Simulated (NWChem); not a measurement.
C₂H₆Se; SMILES CC[SeH]

```xyz
9

Se    -0.0403    -0.8062     0.0334
H     -0.8085    -0.7079    -1.2190
C      0.6583     1.0227    -0.0511
C     -0.3965     2.1047     0.0548
H      1.2533     1.1166    -0.9708
H      1.3640     1.0678     0.7927
H     -0.9803     2.0054     0.9818
H     -1.1017     2.0630    -0.7896
H      0.0729     3.1027     0.0482
```
Atoms are numbered in this order, from 1.

Results from NWChem. All runs use the structure optimised with PBE0/def2-SVP. Ions are spin-unrestricted doublets at the neutral geometry; other ion states weren't tried.

For level PBE/def2-SVP:

```yaml
"−ε(HOMO) (eV)": 5.10
```

Problem. How do the values read with level B3LYP/def2-SVP instead?

Solution. The −ε(HOMO) (eV) comes out as 6.05.
